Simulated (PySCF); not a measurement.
# Trend along group 4: MCl cations

MP2 with triple-zeta basis sets in PySCF, for the lowest determinant that a PBE0 search found; no spin–orbit coupling. De refers to high-spin ground-configuration atoms (the charge goes to the atom of lower measured ionisation energy or higher electron affinity, which is not always the lowest computed limit).

```
 M        basis  reference, frozen orbitals  charged atom  state (unpaired electrons)  Re (Å)  ωe (cm⁻¹)  De (eV)
Ti  def2-TZVPPD                     UHF, 10           Ti+          triplet (π ↑, δ ↑)   2.192        480      n/a
Zr  def2-TZVPPD                      UHF, 5           Zr+          triplet (σ ↑, δ ↑)   2.222        484      n/a
Hf  def2-TZVPPD                      UHF, 5           Hf+          triplet (σ ↑, δ ↑)   2.229        455      n/a
```

The shortest bond is that of TiCl⁺ (2.192 Å), the longest that of HfCl⁺ (2.229 Å).

The state changes along the series, so neighbouring rows are not always alike in their bonding.

Correlated steps freeze the inner cores (5 to 10 orbitals); shallow outer-core shells are correlated. Spin–orbit coupling is left out, which matters for elements this heavy, above all for dissociation energies. The state is the lowest single determinant that the PBE0 search found; with open d or f shells the true ground state can be another one.
